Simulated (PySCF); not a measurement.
**Electric properties by functional and basis**

C4H12GeO.
SMILES: `CC[C@@H](C)[O][GeH3]`

PySCF, dipoles from the SCF density, polarisabilities from static response with core orbitals frozen. One conformer (not necessarily the lowest) at the PBE0-D3(BJ)/def2-SVP geometry, without solvent, vibrations or thermal averaging. The LDA/def2-SVPD calculation is non-relativistic and has no spin–orbit coupling, an omission that weighs most on germanium.

Task: How do dipole and polarisability depend on functional and basis here?

Result: 

```
              level  μ (D)  α (Å³)  anisotropy (Å³)
      LDA/def2-SVPD  1.010   13.54             2.83
      PBE/def2-SVPD  0.965   13.26             2.79
    B3LYP/def2-SVPD  1.056   12.80             2.49
     PBE0/def2-SVPD  1.054   12.68             2.48
BHandHLYP/def2-SVPD  1.147   12.26             2.23
CAM-B3LYP/def2-SVPD  1.120   12.57             2.33
  wB97X-D/def2-SVPD  1.091   12.56             2.32
  LC-wPBE/def2-SVPD  1.137   12.24             2.22
       HF/def2-SVPD  1.219   11.70             1.93
        PBE0/6-31G*  1.072   10.59             2.32
      PBE0/def2-SVP  1.069   11.17             2.22
   PBE0/aug-cc-pVDZ  0.998   12.96             2.57
     PBE0/def2-TZVP  0.974   12.41             2.51
```

The anisotropy is √(½[(α1 − α2)² + (α2 − α3)² + (α3 − α1)²]). The dipole runs from 0.96 D (PBE/def2-SVPD) to 1.22 D (HF/def2-SVPD). No reference polarisability is at hand; against PBE0 in the largest diffuse basis at hand (aug-cc-pVDZ) the other PBE0 rows deviate by 6-31G* -18%, def2-SVP -14%, def2-SVPD -2%, def2-TZVP -4%. In one basis (def2-SVPD) the functionals order the polarisability from HF (lowest) to LDA (highest), a spread of 16%. With PBE0 the polarisability is 11.39 Å³ without diffuse functions (mean of 6-31G*, def2-SVP and def2-TZVP) and 12.82 Å³ with them (mean of def2-SVPD and aug-cc-pVDZ).
